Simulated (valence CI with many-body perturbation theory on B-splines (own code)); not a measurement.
## Eu32+: calculated level list

Calculated by configuration interaction combined with many-body perturbation theory (CI+MBPT): three valence electrons over a frozen Dirac-Fock core [Ar] 3d10, radial functions for each j: 11 s, 11 p, 10 d, 8 f, 5 g, 2 h, with the one-electron correlation potential Σ1, the two-electron term Σ2, the three-electron term Σ3, Breit, model QED; selected CI, second order for the rest, scaled by the run's own slope (own B-spline code, finite nucleus).

No measured spectrum was set against this ion. As an estimate, large intervals hold to a few tenths of a per cent, small ones and those within an open d or f shell to about a per cent.

Levels 46 to 90 of 179, with energies above the lowest level, (4s^2 4p1/2) J=1/2. "Leading %" is the weight of the configuration and term that name the level; weights of strongly mixed levels are sums over their largest components and can fall short. In the jj column 3d3/2^4 stands for four electrons in 3d with j = 3/2.

```csv
No.,Configuration,Term,J,E (eV),Leading %,Second component,Leading jj
46,4p2 4d,4F,3/2,337.51,37,31 % 4p2 4d 2P,4p1/2 4p3/2 4d3/2 (95 %)
47,4p2 4d,2G,7/2,337.53,42,27 % 4p2 4d 2F,4p1/2 4p3/2 4d3/2 (86 %)
48,4p2 4d,4D,1/2,338.03,82,15 % 4p2 4d 2P,4p1/2 4p3/2 4d3/2 (98 %)
49,4p2 4d,4D,7/2,344.17,41,38 % 4p2 4d 4F,4p1/2 4p3/2 4d5/2 (93 %)
50,4p2 4d,2G,9/2,347.57,55,39 % 4p2 4d 4F,4p1/2 4p3/2 4d5/2 (93 %)
51,4p2 4d,4P,5/2,348.20,30,22 % 4p2 4d 2F,4p1/2 4p3/2 4d3/2 (53 %)
52,4p2 4d,2D,3/2,348.38,37,30 % 4p2 4d 2P,4p1/2 4p3/2 4d3/2 (48 %)
53,4p2 4d,4D,5/2,351.52,38,26 % 4p2 4d 2D,4p1/2 4p3/2 4d5/2 (61 %)
54,4p2 4d,4P,1/2,351.73,42,27 % 4p2 4d 2S,4p1/2 4p3/2 4d3/2 (92 %)
55,4p2 4d,4P,3/2,351.94,46,39 % 4p2 4d 2P,4p1/2 4p3/2 4d5/2 (49 %)
56,4p2 4d,2F,7/2,353.31,31,17 % 4p2 4d 2G,4p1/2 4p3/2 4d5/2 (71 %)
57,4p2 4d,2D,5/2,355.19,38,25 % 4p2 4d 4P,4p1/2 4p3/2 4d5/2 (75 %)
58,4s 4p 4f,4G,5/2,361.24,72,13 % 4s 4p 4f 4F,4s 4p1/2 4f5/2 (84 %)
59,4p2 4d,2D,3/2,361.92,67,11 % 4p2 4d 2P,4p1/2 4p3/2 4d5/2 (85 %)
60,4p2 4d,2P,1/2,362.79,65,28 % 4p2 4d 2S,4p1/2 4p3/2 4d5/2 (91 %)
61,4s 4p 4f,4G,7/2,363.12,52,27 % 4s 4p 4f 4F,4s 4p1/2 4f7/2 (53 %)
62,4s 4p 4f,4F,3/2,366.08,58,22 % 4s 4p 4f 2D,4s 4p1/2 4f5/2 (84 %)
63,4s 4p 4f,4G,9/2,366.41,34,31 % 4s 4p 4f 4F,4s 4p1/2 4f7/2 (86 %)
64,4s 4p 4f,4F,5/2,366.68,35,28 % 4s 4p 4f 4D,4s 4p1/2 4f5/2 (56 %)
65,4s 4p 4f,4D,7/2,367.17,45,28 % 4s 4p 4f 2F,4s 4p1/2 4f7/2 (70 %)
66,4s 4p 4f,2G,7/2,374.99,46,20 % 4s 4p 4f 2F,4s 4p1/2 4f7/2 (48 %)
67,4s 4p 4f,2F,5/2,378.53,26,25 % 4s 4p 4f 2D,4s 4p1/2 4f7/2 (39 %)
68,4p2 4d,2P,1/2,382.71,51,26 % 4p2 4d 4P,4p3/2^2 4d3/2 (63 %)
69,4p2 4d,4P,3/2,382.89,26,21 % 4p2 4d 2D,4p3/2^2 4d3/2 (77 %)
70,4p2 4d,2D,5/2,382.92,24,20 % 4p2 4d 4D,4p3/2^2 4d3/2 (66 %)
71,4p2 4d,4D,7/2,383.51,44,24 % 4p2 4d 2F,4p3/2^2 4d5/2 (79 %)
72,4p2 4d,2F,7/2,384.76,44,10 % 4s 4p 4f 2F,4p3/2^2 4d3/2 (54 %)
73,4p2 4d,4F,9/2,384.88,52,24 % 4p2 4d 2G,4p3/2^2 4d5/2 (76 %)
74,4s 4d2,4F,3/2,387.55,84,5 % 4s 4p 4f 4D,4s 4d3/2^2 (67 %)
75,4s 4d2,4F,5/2,389.38,83,8 % 4s 4p 4f 4D,4s 4d3/2 4d5/2 (46 %)
76,4s 4d2,4P,1/2,392.50,54,14 % 4s 4d2 2S,4s 4d3/2^2 (53 %)
77,4s 4d2,4F,7/2,392.58,81,7 % 4s 4p 4f 4D,4s 4d3/2 4d5/2 (72 %)
78,4p2 4d,2D,3/2,394.02,49,23 % 4p2 4d 2P,4p3/2^2 4d3/2 (68 %)
79,4s 4d2,4P,1/2,396.61,36,28 % 4p2 4d 2S,4p3/2^2 4d5/2 (42 %)
80,4s 4d2,4P,3/2,396.64,56,9 % 4s 4d2 2D,4s 4d3/2 4d5/2 (66 %)
81,4s 4d2,4F,9/2,396.85,64,19 % 4s 4p 4f 4G,4s 4d5/2^2 (44 %)
82,4s 4d2,4P,5/2,396.95,44,23 % 4s 4d2 2D,4s 4d3/2 4d5/2 (66 %)
83,4s 4d2,2G,9/2,398.48,43,19 % 4s 4p 4f 2G,4s 4p3/2 4f7/2 (32 %)
84,4s 4d2,4P,3/2,398.75,40,12 % 4p2 4d 2D,4p3/2^2 4d5/2 (32 %)
85,4p2 4d,2D,5/2,399.43,50,22 % 4s 4d2 4P,4p3/2^2 4d5/2 (60 %)
86,4p2 4d,2D,5/2,400.15,36,15 % 4s 4p 4f 2F,4p3/2^2 4d5/2 (63 %)
87,4s 4d2,2G,7/2,401.02,56,26 % 4s 4p 4f 2G,4s 4d3/2 4d5/2 (47 %)
88,4s 4p 4f,4G,11/2,402.78,100,,4s 4p3/2 4f7/2 (100 %)
89,4s 4d2,2D,3/2,403.76,44,10 % 4p2 4d 2D,4s 4d3/2 4d5/2 (36 %)
90,4s 4p 4f,4F,5/2,404.82,38,28 % 4s 4p 4f 4D,4s 4p3/2 4f5/2 (65 %)
```

Where two levels of one J and parity lie close, their mixing, g and order are uncertain.
